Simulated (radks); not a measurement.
These are the eigenvalues of the occupied orbitals of an atom or ion with whole-number occupations (eV). All-electron calculation, scalar-relativistic Kohn-Sham, AM05, spin-polarised, spherical densities, finite nucleus; Fermi nuclear charge, rms radius of each element as measured or else 0.836 A^(1/3) + 0.57 fm. Program: a radial shooting solver on a logarithmic mesh with Libxc functionals.

| orbital | eigenvalue |
|---|---|
| 1s up | -36225.84 |
| 1s down | -36225.82 |
| 2s up | -6075.486 |
| 2s down | -6074.913 |
| 2p up | -5500.609 |
| 2p down | -5500.153 |
| 3s up | -1610.451 |
| 3s down | -1610.088 |
| 3p up | -1425.409 |
| 3p down | -1425.012 |
| 3d up | -1156.127 |
| 3d down | -1155.590 |
| 4s up | -619.6937 |
| 4s down | -617.8078 |
| 4p up | -555.2658 |
| 4p down | -553.3866 |
| 4d up | -460.6539 |

Which element is it, and in what charge state? The configuration may be excited. Open shells, if any, are filled with parallel spins first.

Answer. Z = 55, caesium, charge +18: Cs18+ in [Kr] 4d1. The list shows which subshells hold electrons but not how many an open one holds; the 1s level, -1331.3 hartree, gives Z - s = 51.6 by -(Z - s)^2/2, which with screening and relativity narrows Z to a few neighbours, and the depths of the outer levels then fix element, charge and occupations together.
